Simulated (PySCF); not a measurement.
CAM-B3LYP on Ga⁻ (gallium, charge -1), [Ar] 3d10 4s2 4p2, high-spin 3P determinant. Calculation: PySCF 2.14, in aug-cc-pVTZ-DK; scalar relativity by spin-free X2C-1e.

```
cycle= 1 E= -1943.96496453678  delta_E= -0.00831  |g|= 0.133  |ddm|= 1.56
cycle= 2 E= -1943.96573439895  delta_E= -0.00077  |g|= 0.113  |ddm|= 1.26
cycle= 3 E= -1943.96874984499  delta_E= -0.00302  |g|= 0.00482  |ddm|= 0.614
cycle= 4 E= -1943.96876358856  delta_E= -1.37e-05  |g|= 0.00062  |ddm|= 0.0419
cycle= 5 E= -1943.96876482743  delta_E= -1.24e-06  |g|= 9.58e-05  |ddm|= 0.0114
cycle= 6 E= -1943.96876485427  delta_E= -2.68e-08  |g|= 2.2e-05  |ddm|= 0.00164
cycle= 7 E= -1943.96876485509  delta_E= -8.23e-10  |g|= 3.21e-06  |ddm|= 0.000241
converged SCF energy = -1943.96876485509  <S^2> = 2.0033692  2S+1 = 3.0022453
```

Highest occupied orbital energy: 0.281 eV; ⟨L²⟩ = 2.01; populations by l: s 8.00, p 14.00, d 10.00, f 0.00.

(1) Can this result be used?

Results:

(1) With care. The run converged. At CAM-B3LYP the highest occupied level has a positive energy, so only the finite basis holds that electron.
